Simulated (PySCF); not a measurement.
Sn(H)3(OSiH3) (H₆OSiSn), SMILES [SiH3][O][SnH3].

Coordinates come from a PBE0-D3(BJ)/def2-SVP optimisation. The def2 effective core potentials stand for the cores of Sn; spin–orbit coupling is left out.

Calculation: B3LYP/def2-TZVPD in PySCF.

Symmetry labels are those of the subgroup Cs that the program uses (full group Cs).

Computed valence orbital energies around the gap with their symmetry:
```
orbital  symmetry  energy (eV)
-------  --------  -----------
HOMO−7         A'       -13.67
HOMO−6         A'       -10.85
HOMO−5         A'       -10.39
HOMO−4         A"       -10.35
HOMO−3         A"        -9.29
HOMO−2         A'        -9.29
HOMO−1         A'        -8.24
HOMO           A"        -8.02
LUMO           A'        -1.13
LUMO+1         A'        -0.66
LUMO+2         A'         0.22
LUMO+3         A'         0.37
```
